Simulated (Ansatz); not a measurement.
C2H5NOSe (`NCOC=[Se]`), relaxed with RKS PBE0-D4/def2-TZVP in the Gaussian-basis code of Ansatz from a PBE-D4/def2-SVP geometry. The force threshold is 0.005 eV/Å; the program also tests the step.

Charge 0, multiplicity 1.

Start:

```xyz
10

N    -0.305    1.697    0.655
C    -0.119    0.308    0.592
O     0.130   -0.149   -0.810
C     0.324   -1.434   -1.044
Se    0.335   -2.800    0.115
H    -1.126    2.022    0.135
H     0.518    2.232    0.358
H     0.757   -0.028    1.184
H    -1.008   -0.253    0.944
H     0.493   -1.594   -2.129
```

```json
{"step": "1", "energy (eV)": "-71029.7159", "largest force (eV/Å)": "0.603", "largest move (Å)": "0.000"}
{"step": "2", "energy (eV)": "-71029.7611", "largest force (eV/Å)": "0.218", "largest move (Å)": "0.038"}
{"step": "3", "energy (eV)": "-71029.7663", "largest force (eV/Å)": "0.143", "largest move (Å)": "0.011"}
{"step": "4 (rejected)", "energy (eV)": "-71029.7660", "largest force (eV/Å)": "0.141", "largest move (Å)": "0.011"}
{"step": "5", "energy (eV)": "-71029.7669", "largest force (eV/Å)": "0.063", "largest move (Å)": "0.006"}
{"step": "6", "energy (eV)": "-71029.7669", "largest force (eV/Å)": "0.023", "largest move (Å)": "0.007"}
{"step": "7", "energy (eV)": "-71029.7670", "largest force (eV/Å)": "0.011", "largest move (Å)": "0.005"}
{"step": "8", "energy (eV)": "-71029.7670", "largest force (eV/Å)": "0.004", "largest move (Å)": "0.001"}
```

End:

```xyz
10

N    -0.300    1.680    0.642
C    -0.116    0.293    0.581
O     0.128   -0.145   -0.799
C     0.320   -1.415   -1.033
Se    0.334   -2.768    0.113
H    -1.114    1.999    0.138
H     0.513    2.206    0.358
H     0.747   -0.026    1.167
H    -0.997   -0.247    0.930
H     0.485   -1.578   -2.098
```

Hardware: 4 threads of an Arm Neoverse V1 on a shared host. Wall time 32 s, peak host memory 0.56 GiB.
